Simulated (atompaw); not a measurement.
Scattering properties, PAW (atompaw) potential for oxygen (O)

```
Element                 : O
Generator               : atompaw 4.2.0.5
Type                    : PAW
Functional              : PBE
Relativity              : scalar-relativistic
Frozen core             : [He]
Valence charge          : 6
Reference configuration : 2s2 2p4
Partial waves           : 2s (bound): rc 0.95 bohr; 2s channel at 0.05 Ry: rc 1.40 bohr; 2p (bound): rc 1.40 bohr; 2p channel at -0.1 Ry: rc 1.40 bohr; 3d channel at 0.2 Ry: rc 1.40 bohr; 3d channel at 1.5 Ry: rc 1.25 bohr
Local potential         : vpsmatchnc scheme with l = 3 at 0 Ry, radius 1.05 bohr
Core correction         : smooth core density matched at 1.10 bohr
Augmentation charge     : sinc compensation charge, radius 1.15 bohr; PAW radius 1.40 bohr; waves and projectors: custom polynom vanderbiltortho
```

The phase is arctan(r·u′/u) with u = r·R(r), unwrapped; energies in Ry, scanned from -4 to 5 Ry. A pole is an energy at which the radial function vanishes at the test radius. The pseudo phase is shifted by a multiple of π to meet the all-electron one at the reference energy, and phase errors are pseudo minus all-electron; the curves can meet again beyond the range given. Levels narrower than the energy grid can be missing from the lists of poles.

Q: For each channel, where are the poles, and over which energies does the pseudopotential scatter like the atom?

A:

| channel | radius (bohr) | reference energy (Ry) | poles, all-electron | poles, pseudo | unbroken range about the reference energy with phases within 0.05 rad | phase error 1 Ry above the reference energy (rad) |
| --- | --- | --- | --- | --- | --- | --- |
| s | 1.41 | -1.76 | 0.65 | 0.65 | the whole range | -0.000 |
| p | 1.41 | -0.66 | 1.36 | 1.36 | the whole range | +0.000 |
| d | 1.41 | 0.20 | none | 2.50 | below 2.5 | +0.000 |

Phases in the d channel:

| E (Ry) | all-electron | pseudo |
| --- | --- | --- |
| -4.00 | 1.284 | 1.284 |
| -3.52 | 1.273 | 1.273 |
| -3.04 | 1.260 | 1.260 |
| -2.56 | 1.247 | 1.246 |
| -2.08 | 1.231 | 1.231 |
| -1.60 | 1.213 | 1.213 |
| -1.12 | 1.192 | 1.192 |
| -0.64 | 1.168 | 1.168 |
| -0.16 | 1.140 | 1.140 |
| 0.32 | 1.105 | 1.105 |
| 0.80 | 1.063 | 1.063 |
| 1.28 | 1.011 | 1.011 |
| 1.76 | 0.943 | 0.943 |
| 2.24 | 0.853 | 0.852 |
| 2.72 | 0.731 | -2.406 |
| 3.20 | 0.560 | -2.575 |
| 3.68 | 0.323 | -2.808 |
| 4.16 | 0.013 | -3.108 |
| 4.64 | -0.330 | -3.443 |
